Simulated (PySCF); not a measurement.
**Se²⁺ (selenium, charge +2) across methods**

[Ar] 3d10 4s2 4p2, high-spin 3P determinant. Calculation: PySCF 2.14, in aug-cc-pVDZ-DK; scalar relativity by spin-free X2C-1e.

| method | E (hartree) | mean ε 4s α (eV) | mean ε 4s β (eV) | mean ε 4p α (eV) | Σ⟨r²⟩ (bohr²) | ⟨S²⟩ |
| --- | --- | --- | --- | --- | --- | --- |
| UHF | -2426.88192 | -45.846 | -39.863 | -31.411 | 24.25 | 2.007 |
| wB97X | -2428.632 | -43.186 | -40.534 | -30.062 | 23.92 | 2.002 |
| PBE0 | -2428.288 | -40.531 | -37.577 | -27.762 | 24.01 | 2.002 |
| LDA | -2424.962 | -38.654 | -36.834 | -26.307 | 23.97 | 2.001 |
| PW91 | -2428.754 | -38.553 | -36.488 | -26.348 | 23.99 | 2.001 |
| r2SCAN | -2428.540 | -39.239 | -36.538 | -26.790 | 23.95 | 2.003 |
| PBE | -2428.241 | -38.460 | -36.380 | -26.287 | 24.02 | 2.001 |
| LC-wPBE | -2428.281 | -43.886 | -40.755 | -30.733 | 23.95 | 2.003 |

Problem. Estimate the same row for PBEsol.

Solution. E (hartree) = -2426.542; mean ε 4s α (eV) = -38.473; mean ε 4s β (eV) = -36.368; mean ε 4p α (eV) = -26.255; Σ⟨r²⟩ (bohr²) = 23.98; ⟨S²⟩ = 2.001.
